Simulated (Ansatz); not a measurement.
PBE exchange is replaced step by step with exact exchange (0 % is PBE, 25 % PBE0; no dispersion term), basis def2-TZVPD, Ansatz. System: CrO3⁻ (the lowest doublet isomer of a short search). The state is a doublet with charge -1. Geometry: PBE-D4/def2-TZVPD, each spin state at its own.

Left out: 50 %, where a state is spin-contaminated, unstable or flagged.

Geometry of the doublet:

```xyz
4

Cr   -0.0009    0.0027    0.0026
O     1.2510   -0.4999    0.9265
O    -1.4726   -0.6888    0.1744
O     0.2224    1.1860   -1.1035
```

At PBE with 35 % exact exchange/def2-TZVPD the charge -1 doublet is spin-contaminated (final ⟨S²⟩ up to 0.90, 0.75 for a pure state). At PBE-D4/def2-TZVPD, PBE with 5 % exact exchange/def2-TZVPD the highest occupied level of the charge -1 quartet lies above zero (up to 0.83 eV). It is a level of α spin, whose loss leaves a triplet; that state wasn't run at this geometry and level. The electron is either unbound and held by the finite basis, or the level is raised by self-interaction error. At PBE-D4/def2-TZVPD, PBE with 5 % exact exchange/def2-TZVPD, PBE with 10 % exact exchange/def2-TZVPD the highest occupied level of the charge -1 sextet lies above zero (up to 1.02 eV). It is a level of α spin, whose loss leaves a quintet; that state wasn't run at this geometry and level. The electron is either unbound and held by the finite basis, or the level is raised by self-interaction error. The structure comes from a short search, and lower isomers may exist.

HOMO and LUMO are taken over both spins.

| exact exchange (%) | HOMO (eV) | LUMO (eV) | gap (eV) | ⟨S²⟩ | quartet − doublet (kJ/mol) | sextet − doublet (kJ/mol) |
| --- | --- | --- | --- | --- | --- | --- |
| 0 | -0.32 | 1.19 | 1.51 | 0.765 | 225.6 | 527.7 |
| 10 | -1.13 | 1.70 | 2.84 | 0.776 | 203.1 | 488.8 |
| 15 | -1.55 | 1.96 | 3.51 | 0.785 | 189.8 | 465.8 |
| 25 | -2.39 | 2.47 | 4.86 | 0.820 | 160.5 | 415.0 |
| 35 | -3.20 | 2.79 | 5.99 | 0.904 | 129.7 | 359.6 |

Q: Estimate the row for 5 %.

A: 
```csv
exact exchange (%),HOMO (eV),LUMO (eV),gap (eV),⟨S²⟩,quartet − doublet (kJ/mol),sextet − doublet (kJ/mol)
5,-0.72,1.45,2.17,0.770,215.1,509.6
```
